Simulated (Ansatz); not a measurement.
Reaction (cleavage of the Si–Ga bond): `[BH2][GaH][SiH2]C` + `CNC` → `C[SiH2]N(C)C` + `[BH2][GaH2]`

Calculated with Ansatz (gas phase, PBE0-D4/def2-TZVP geometries, no zero-point term in ΔE). CCSD(T)/CBS is the MP2 limit (def2-TZVPP, def2-QZVPP) plus CCSD(T) − MP2 in def2-TZVPP, frozen cores. Functionals use def2-TZVPP. For Ga outer-core shells are correlated without core-valence functions, which leaves a few kJ/mol of doubt a bond. Scalar relativity is left out up to krypton. One conformer a species, not always the lowest.

```csv
level,ΔE (kJ/mol),difference from CCSD(T)/CBS
r2SCAN-D4,-25.6,3.5
B2PLYP,-29.6,-0.5
PBE,-9.0,20.1
BLYP,-16.1,13.0
r2SCAN,-24.1,5.0
r2SCANh,-25.1,4.0
RPA@PBE/def2-TZVPP,-30.8,-1.7
MP2/def2-TZVPP,-37.5,-8.4
CCSD(T)/def2-TZVPP,-30.4,-1.3
HF/CBS(def2),-41.0,-11.9
CCSD(T)/CBS,-29.1,0
```

Largest T1 diagnostic among the species: 0.014.

From BLYP to BHLYP (50 % exact exchange), in def2-TZVPP and without D4, ΔE moves by −16.1 kJ/mol. Leaving LDA and LC-ωPBE aside and taking each functional with its dispersion term where it has one, the values, not all of them listed here, spread over 23.4 kJ/mol, from CAM-B3LYP-D4 to PBE-D4. LDA lies −14.4 kJ/mol from PBE without D4. The D4 term adds −7.2 kJ/mol with B3LYP and −4.0 kJ/mol with PBE0; it sums over pairs of atoms, weighted by their polarisabilities, and B3LYP, whose exchange is more repulsive, gets the larger term.

B3LYP here is the variant with VWN-RPA as its local correlation; programs differ in this.
